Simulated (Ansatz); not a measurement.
C3H7NSi can be A, `C=C[SiH2]C=N`, or B, `C=C=C(N)[SiH3]`.

Isolated molecules relaxed with PBE0-D4/def2-TZVP in Ansatz; ΔE leaves out vibrations. CBS: MP2 limit from def2 TZ/QZ plus the TZ coupled-cluster correction, frozen cores. DFT in def2-TZVPP. Each species was taken in one conformer, which may not be the lowest.

A:

Z-matrix (Å, degrees):
```
Si
C 1 1.852
C 1 1.891 2 111.0
H 1 1.489 2 110.0 3 -121.0
H 1 1.491 2 112.2 3 119.0
C 2 1.330 1 122.7 3 127.4
H 2 1.088 1 118.6 3 -51.9
N 3 1.270 1 119.4 2 7.4
H 3 1.102 1 118.7 2 -173.7
H 6 1.087 2 121.8 1 -0.1
H 6 1.087 2 122.1 1 -179.8
H 8 1.023 3 111.6 1 179.0
```

B:

```xyz
12

C     0.585   -0.993    2.039
C     0.073   -0.519    0.939
C    -0.404    0.007   -0.160
N    -1.758    0.004   -0.535
Si    0.796    0.976   -1.221
H     1.011   -1.992    2.085
H     0.603   -0.410    2.956
H    -1.902   -0.111   -1.527
H    -2.323   -0.652   -0.014
H     0.638    0.546   -2.641
H     0.501    2.432   -1.158
H     2.179    0.710   -0.763
```

Which is lower in electronic energy at CCSD(T)/CBS, and by how much? (Estimate.)

Ansatz gave: A, by 12.8 kcal/mol.

Give E(B) − E(A) in kcal/mol with B2PLYP, HF/def2-TZVPP, CCSD/def2-TZVPP, PBE0-D4, ωB97M-V, CCSD(T)/def2-TZVPP, MP2/def2-TZVPP. (Best estimate.)

Ansatz gave: B2PLYP 11.0, HF/def2-TZVPP 15.0, CCSD/def2-TZVPP 13.7, PBE0-D4 8.4, ωB97M-V 11.4, CCSD(T)/def2-TZVPP 13.3, MP2/def2-TZVPP 11.4. None reverses the order clearly.

Largest T1 diagnostic: 0.013.

From PBE to PBE0 (25 % exact exchange), in def2-TZVPP and without D4, E(B) − E(A) moves by +1.1 kcal/mol. In def2-TZVPP, CCSD(T) changes the Hartree–Fock value by −1.7 kcal/mol (the triples alone add −0.4 kcal/mol) and MP2 by −3.5 kcal/mol.
